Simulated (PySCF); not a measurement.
CH6OSi2, SMILES [SiH2]([SiH3])C=O.

Geometry: B3LYP-D3(BJ)/def2-SVP. One conformer was computed; it need not be the lowest.

The numbers are results of B3LYP-D3(BJ)/def2-SVP run with PySCF, not measurements.

Frequencies are harmonic and unscaled.

Question: List the normal modes with their intensities. (An estimate is asked for; the answer gives what the named calculation found.)

Answer: 
| mode | ν (cm⁻¹) | IR (km/mol) | moving atoms (share of kinetic energy) |
|---|---|---|---|
| 1 | 34 | 6.1 | O 50 %, Si 23 %, H 18 %, C 9 % |
| 2 | 92 | 0.5 | H 93 % |
| 3 | 125 | 0.8 | H 34 %, C 31 %, Si 31 % |
| 4 | 289 | 17.0 | O 38 %, H 35 %, Si 15 %, C 13 % |
| 5 | 368 | 17.4 | H 89 % |
| 6 | 419 | 0.1 | Si 80 %, H 17 % |
| 7 | 484 | 7.4 | H 81 %, Si 17 % |
| 8 | 550 | 10.4 | H 50 %, Si 29 %, C 13 % |
| 9 | 638 | 14.8 | H 66 %, Si 17 %, C 16 % |
| 10 | 709 | 96.8 | H 86 % |
| 11 | 763 | 18.9 | H 60 %, C 26 %, Si 12 % |
| 12 | 859 | 321.6 | H 82 %, C 10 % |
| 13 | 904 | 3.5 | H 68 %, C 23 % |
| 14 | 926 | 19.0 | H 96 % |
| 15 | 942 | 40.7 | H 97 % |
| 16 | 948 | 76.1 | H 97 % |
| 17 | 1382 | 25.3 | H 83 %, C 10 % |
| 18 | 1784 | 147.6 | C 57 %, O 42 % |
| 19 | 2202 | 78.4 | H 97 % |
| 20 | 2213 | 54.8 | H 99 % |
| 21 | 2220 | 51.0 | H 96 % |
| 22 | 2228 | 66.1 | H 96 % |
| 23 | 2233 | 129.0 | H 96 % |
| 24 | 2795 | 178.9 | H 93 % |
